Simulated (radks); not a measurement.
Valence configurations of Te I (all share [Kr]). All-electron calculation, scalar-relativistic Kohn-Sham, BLYP, spin-polarised, spherical densities, finite nucleus; open shells are filled with parallel spins first (spin-orbit coupling, left out, can overturn this in heavy ions); Fermi nuclear charge, rms radius 4.7423 fm. Program: a radial shooting solver on a logarithmic mesh with Libxc functionals. Energies are relative to 4d10 5s2 5p4; eigenvalues in eV for spin up.

[
 {"valence": "4d10 5s2 5p4", "E (eV)": "0.000", "moment (Bohr magnetons)": "2", "e(4d)": "-41.406", "e(5p)": "-6.208", "e(5s)": "-15.405"},
 {"valence": "4d10 5p6", "E (eV)": "19.340", "moment (Bohr magnetons)": "0", "e(4d)": "-44.028", "e(5p)": "-6.837", "e(5s)": "-"},
 {"valence": "4d10 5s1.5 5p4.5", "E (eV)": "4.605", "moment (Bohr magnetons)": "2", "e(4d)": "-42.125", "e(5p)": "-6.506", "e(5s)": "-15.852"},
 {"valence": "4d10 5s1 5p5", "E (eV)": "9.244", "moment (Bohr magnetons)": "2", "e(4d)": "-42.831", "e(5p)": "-6.797", "e(5s)": "-16.289"},
 {"valence": "4d9 5s1.5 5p5.5", "E (eV)": "43.271", "moment (Bohr magnetons)": "2", "e(4d)": "-48.790", "e(5p)": "-7.396", "e(5s)": "-17.562"},
 {"valence": "4d9 5s2 5p5", "E (eV)": "38.300", "moment (Bohr magnetons)": "2", "e(4d)": "-48.122", "e(5p)": "-7.123", "e(5s)": "-17.156"},
 {"valence": "4d8.5 5s1.5 5p6", "E (eV)": "64.287", "moment (Bohr magnetons)": "2", "e(4d)": "-52.114", "e(5p)": "-7.816", "e(5s)": "-18.371"},
 {"valence": "4d8 5s2 5p6", "E (eV)": "81.101", "moment (Bohr magnetons)": "2", "e(4d)": "-54.805", "e(5p)": "-7.969", "e(5s)": "-18.782"},
 {"valence": "4d9.5 5s2 5p4.5", "E (eV)": "18.583", "moment (Bohr magnetons)": "2", "e(4d)": "-44.770", "e(5p)": "-6.677", "e(5s)": "-16.300"}
]

NIST lists [Kr] 4d10 5s2 5p4 as the ground configuration; this level of theory agrees among the configurations tried. The energies are those of spherical high-spin densities, not of single terms.
